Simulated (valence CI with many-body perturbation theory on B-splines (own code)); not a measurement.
E1 transitions of Lu⁶⁵⁺

Computed by valence CI with perturbative core correlation (CI+MBPT): four valence electrons over a frozen Dirac-Fock core [He], radial functions for each j: 11 s, 11 p, 9 d, 7 f, 5 g, 2 h, 1 i, with the one-electron correlation potential Σ1 (screened to all orders), the two-electron term Σ2, the three-electron term Σ3, Breit, model QED; selected single and double excitations, second order for the rest (own B-spline code, finite nucleus).

No measured spectrum was set against this ion. As an estimate, large intervals hold to a few tenths of a per cent, small ones and those within an open d or f shell to about a per cent. Among the levels kept, up to 290 cm⁻¹ of a level comes from second order outside the variational space, and about a tenth of that is noise between levels of different J, which matters for small intervals.

Lines 51 to 100 of 250 in falling wavelength, among levels below 847.35 Ry, chosen from the strongest by gf and those to the six lowest levels. Wavelengths and rates use the calculated energies. Electric multipoles are in the length gauge, E1 and E2 with the static RPA response of the core. Weak lines are less certain than strong ones. Lines between different terms over intervals too small for the method are left out, as are lines whose strength nearly cancels. The highest levels of a list are the least certain.

Levels are named by their leading jj configuration (3d3/2^4 stands for four electrons in 3d with j = 3/2), which in mixed levels can hold well under half, so a name can repeat and another be missing. Letters in brackets count levels of one name in rising energy.

| λ vac (Å) | Upper | Lower | A (s⁻¹) | S (a.u.) |
| --- | --- | --- | --- | --- |
| 27.56 | (2s 2p1/2 2p3/2 3p3/2) J=1 [c] | (2s 2p1/2 2p3/2 3s) J=1 [c] | 4.52e+11 | 1.40e-02 |
| 27.50 | (2s^2 2p1/2 3p3/2) J=1 | (2s^2 2p1/2 3s) J=0 | 7.11e+11 | 2.19e-02 |
| 27.39 | (2s 2p1/2^2 3p3/2) J=2 | (2s 2p1/2^2 3s) J=1 | 9.60e+11 | 4.87e-02 |
| 27.38 | (2s 2p1/2 2p3/2 3p3/2) J=2 [b] | (2s 2p1/2 2p3/2 3s) J=3 | 2.74e+11 | 1.39e-02 |
| 27.28 | (2s 2p1/2 2p3/2 3p3/2) J=2 [d] | (2s 2p1/2 2p3/2 3s) J=1 [b] | 5.98e+11 | 3.00e-02 |
| 27.19 | (2s^2 2p3/2 3p3/2) J=2 | (2s^2 2p3/2 3s) J=1 | 5.80e+11 | 2.88e-02 |
| 27.14 | (2s 2p1/2 2p3/2 3p3/2) J=1 [c] | (2s 2p1/2 2p3/2 3s) J=0 | 5.38e+11 | 1.59e-02 |
| 26.85 | (2s 2p1/2 2p3/2 3p3/2) J=1 [d] | (2s 2p1/2 2p3/2 3s) J=1 [b] | 6.56e+11 | 1.88e-02 |
| 26.82 | (2s 2p1/2 2p3/2 3p3/2) J=2 [a] | (2s 2p1/2 2p3/2 3s) J=2 [a] | 4.75e+11 | 2.26e-02 |
| 26.75 | (2s 2p1/2 2p3/2 3p3/2) J=3 [b] | (2s 2p1/2 2p3/2 3s) J=3 | 6.03e+11 | 3.99e-02 |
| 26.69 | (2s^2 2p3/2 3p3/2) J=2 | (2s^2 2p3/2 3s) J=2 | 5.66e+11 | 2.66e-02 |
| 8.730 | (2s 2p1/2 2p3/2^2) J=2 [a] | (2s^2 2p1/2 2p3/2) J=1 | 1.90e+12 | 3.12e-03 |
| 8.576 | (2s 2p1/2 2p3/2^2) J=3 | (2s^2 2p1/2 2p3/2) J=2 | 1.83e+12 | 3.98e-03 |
| 8.386 | (2s 2p3/2^3) J=2 | (2s^2 2p3/2^2) J=2 | 6.27e+12 | 9.13e-03 |
| 8.342 | (2p1/2^2 2p3/2^2) J=2 | (2s 2p1/2^2 2p3/2) J=1 | 5.65e+12 | 8.09e-03 |
| 8.330 | (2p1/2 2p3/2^3) J=1 | (2s 2p1/2 2p3/2^2) J=1 [a] | 8.47e+12 | 7.25e-03 |
| 8.313 | (2s 2p1/2 2p3/2 3p3/2) J=2 [c] | (2s^2 2p1/2 3p3/2) J=1 | 7.15e+12 | 1.01e-02 |
| 8.306 | (2s 2p1/2 2p3/2 3d3/2) J=2 [c] | (2s^2 2p1/2 3d3/2) J=2 | 5.07e+12 | 7.17e-03 |
| 8.293 | (2s 2p1/2 2p3/2 3p3/2) J=3 [c] | (2s^2 2p1/2 3p3/2) J=2 | 7.31e+12 | 1.44e-02 |
| 8.281 | (2p1/2 2p3/2^3) J=2 | (2s 2p1/2 2p3/2^2) J=2 [b] | 1.13e+13 | 1.58e-02 |
| 8.273 | (2p3/2^4) J=0 | (2s 2p3/2^3) J=1 | 2.54e+13 | 7.09e-03 |
| 8.258 | (2s 2p1/2 2p3/2 3d3/2) J=1 [c] | (2s^2 2p1/2 3d3/2) J=2 | 5.60e+12 | 4.66e-03 |
| 8.254 | (2s 2p1/2 2p3/2 3d3/2) J=2 [d] | (2s^2 2p1/2 3d3/2) J=1 | 7.00e+12 | 9.72e-03 |
| 8.252 | (2s 2p1/2 2p3/2 3p1/2) J=1 [b] | (2s^2 2p1/2 3p1/2) J=1 | 8.60e+12 | 7.16e-03 |
| 8.252 | (2s 2p1/2 2p3/2 3s) J=1 [b] | (2s^2 2p1/2 3s) J=1 | 7.28e+12 | 6.06e-03 |
| 8.249 | (2s 2p1/2 2p3/2 3d3/2) J=3 [c] | (2s^2 2p1/2 3d3/2) J=2 | 6.69e+12 | 1.30e-02 |
| 8.238 | (2s 2p1/2 2p3/2 3p1/2) J=2 [c] | (2s^2 2p1/2 3p1/2) J=1 | 7.66e+12 | 1.06e-02 |
| 8.235 | (2s 2p1/2 2p3/2 3p1/2) J=1 [c] | (2s^2 2p1/2 3p1/2) J=0 | 8.12e+12 | 6.72e-03 |
| 8.208 | (2s 2p1/2 2p3/2 3p3/2) J=1 [c] | (2s^2 2p1/2 3p3/2) J=1 | 5.19e+12 | 4.25e-03 |
| 8.206 | (2s 2p1/2 2p3/2 3p3/2) J=2 [d] | (2s^2 2p1/2 3p3/2) J=2 | 6.97e+12 | 9.51e-03 |
| 8.204 | (2s 2p1/2 2p3/2 3s) J=2 [c] | (2s^2 2p1/2 3s) J=1 | 7.38e+12 | 1.01e-02 |
| 8.202 | (2s 2p1/2 2p3/2 3s) J=1 [c] | (2s^2 2p1/2 3s) J=0 | 6.87e+12 | 5.61e-03 |
| 8.194 | (2p1/2^2 2p3/2 3p1/2) J=2 | (2s 2p1/2^2 3p1/2) J=1 | 5.66e+12 | 7.69e-03 |
| 8.166 | (2s 2p1/2 2p3/2 3p3/2) J=1 [d] | (2s^2 2p1/2 3p3/2) J=2 | 4.93e+12 | 3.98e-03 |
| 8.165 | (2p1/2^2 2p3/2 3s) J=2 | (2s 2p1/2^2 3s) J=1 | 5.57e+12 | 7.48e-03 |
| 8.145 | (2s 2p1/2 2p3/2^2) J=0 | (2s^2 2p1/2 2p3/2) J=1 | 6.67e+12 | 1.78e-03 |
| 8.126 | (2s 2p1/2 2p3/2^2) J=1 [a] | (2s^2 2p1/2 2p3/2) J=2 | 1.05e+12 | 8.32e-04 |
| 8.098 | (2s 2p1/2^2 2p3/2) J=1 | (2s^2 2p1/2^2) J=0 | 8.42e+12 | 6.62e-03 |
| 8.076 | (2s 2p1/2 2p3/2^2) J=2 [b] | (2s^2 2p1/2 2p3/2) J=2 | 1.19e+13 | 1.55e-02 |
| 8.055 | (2s 2p1/2 2p3/2^2) J=1 [b] | (2s^2 2p1/2 2p3/2) J=2 | 7.52e+12 | 5.82e-03 |
| 8.031 | (2s 2p1/2 2p3/2^2) J=1 [a] | (2s^2 2p1/2 2p3/2) J=1 | 1.20e+13 | 9.18e-03 |
| 8.007 | (2p1/2^2 2p3/2^2) J=0 | (2s 2p1/2^2 2p3/2) J=1 | 1.35e+13 | 3.43e-03 |
| 7.982 | (2s 2p1/2 2p3/2^2) J=2 [b] | (2s^2 2p1/2 2p3/2) J=1 | 8.82e+11 | 1.11e-03 |
| 7.961 | (2s 2p1/2 2p3/2^2) J=1 [b] | (2s^2 2p1/2 2p3/2) J=1 | 1.21e+11 | 9.04e-05 |
| 7.947 | (2s 2p3/2^3) J=1 | (2s^2 2p3/2^2) J=2 | 1.19e+13 | 8.83e-03 |
| 7.898 | (2p1/2^2 2p3/2^2) J=2 | (2s 2p1/2^2 2p3/2) J=2 | 6.40e+12 | 7.78e-03 |
| 7.814 | (2p1/2 2p3/2^3) J=2 | (2s 2p1/2 2p3/2^2) J=3 | 3.40e+12 | 4.00e-03 |
| 1.518 | (2s 2p1/2^2 3s) J=1 | (2s 2p1/2^2 2p3/2) J=1 | 2.72e+13 | 1.41e-04 |
| 1.512 | (2p1/2^2 2p3/2 3s) J=2 | (2p1/2^2 2p3/2^2) J=2 | 9.02e+13 | 7.70e-04 |
| 1.511 | (2s 2p1/2^2 3s) J=0 | (2s 2p1/2^2 2p3/2) J=1 | 1.72e+14 | 2.93e-04 |
